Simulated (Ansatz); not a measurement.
CdI$_{2}$, singlet, at a GFN2-xTB geometry (such geometries of metal compounds can be far from the true shape) (all electrons, no relativity); B3LYP/3-21G (Ansatz, a first-principles code).

Ansatz was given this input:
Ansatz 0.2 input:
```yaml
crystal:
  periodic: [false, false, false]
  atoms:
    - {symbol: Cd, position_ang: [-0.45271074, 0.22026185, 0.31313575]}
    - {symbol: I, position_ang: [0.02097574, 1.79846839, -1.74306259]}
    - {symbol: I, position_ang: [0.38902644, -1.99795082, 1.45946794]}
basis:
  gaussian:
    orbitals: 3-21G.json
hamiltonian:
  xc: b3lyp
```
The basis file holds 3-21G in the JSON format of the Basis Set Exchange.

Problem. What does Ansatz print? Leave out banner, timings and long lists.

Solution. 
```
Functional definition: B3LYP
1300 factors; integrals over basis functions are off by at most 4.8e-4 eV
mean field evaluation 1: about -523108.7316 eV, gradient 2.1e1 eV
mean field evaluation 2: about -523107.2047 eV, gradient 2.9e1 eV
mean field evaluation 4: about -523110.2110 eV, gradient 3.0e-1 eV
mean field evaluation 8: about -523110.2133 eV, gradient 4.7e-4 eV
mean field -523110.21326320 eV, -19223.9457605850 hartree, gradient 3.7e-6 eV, S^2 0.000000; 0 other end points of the search recorded, 0 dependent functions left out
reference -523110.21349307 eV, -19223.9457690324 hartree; 77, 77 occupied and 28, 28 virtual orbitals, 1300 factors
Total energy: -523110.21349307 eV, -19223.9457690324 hartree
```
